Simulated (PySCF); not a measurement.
BF2, SMILES F[B+]F, charge +1. Atoms are numbered in the order given.

```xyz
3

B      0.0000     0.0000     0.0000
F      0.0000     0.0000    -1.2386
F      0.0000     0.0000     1.2386
```
Charge +1, spin multiplicity 1.

Geometry: PBE-D3(BJ)/def2-TZVP.

These are PySCF with PBE/pcJ-1 values and carry that method's errors.

Isotropic couplings with Fermi-contact, spin-dipole and both spin-orbit terms, one fixed conformer, no vibrational averaging. Isotopes: 11B, 19F.

Task: Estimate the spin–spin coupling constants. (The exact figures need the calculation; the answer reports its results.)

Result: 
| pair | bonds apart | J (Hz) |
|---|---|---|
| B1–F2 | 1 | -159.9 |
| B1–F3 | 1 | -159.9 |
| F2–F3 | 2 | 37.1 |
